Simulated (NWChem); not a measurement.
# Basis-set dependence for CCl2

```
C
Cl 1 1.7189
Cl 1 1.7189 2 109.33
```
Charge 0, spin multiplicity 1.

Everything below was run with NWChem. All single points use one geometry, from PBE0/def2-SVP, a minimum by its harmonic frequencies.

Hartree-Fock energies in Ha, correlation energies in mHa.

The correlated methods keep 11 core orbitals frozen. The structure started from a generated list of species. Coupled-cluster values serve here as a point of comparison, not as the truth.

```tsv
basis	functions	RHF	MP2	SCS-MP2	CCSD	CCSD+T(CCSD)	CCSD(T)	CR-CCSD[T]	CR-CCSD(T)	RI-MP2
STO-3G	23	-946.42329	-65.1	-67.7	-85.0	-89.9	-89.0	-89.5	-88.6	not run
cc-pVDZ	50	-956.76357	-386.9	-374.1	-419.8	-435.9	-434.6	-432.0	-431.0	-387.0
cc-pVTZ	98	-956.80640	-515.2	-505.5	-551.8	-581.7	-580.3	-573.9	-572.9	-515.2
```

From cc-pVDZ to cc-pVTZ the Hartree-Fock energy moves by -42.8 mHa and the MP2 correlation energy by -128.3 mHa, which is 25 % of its value in the larger set.
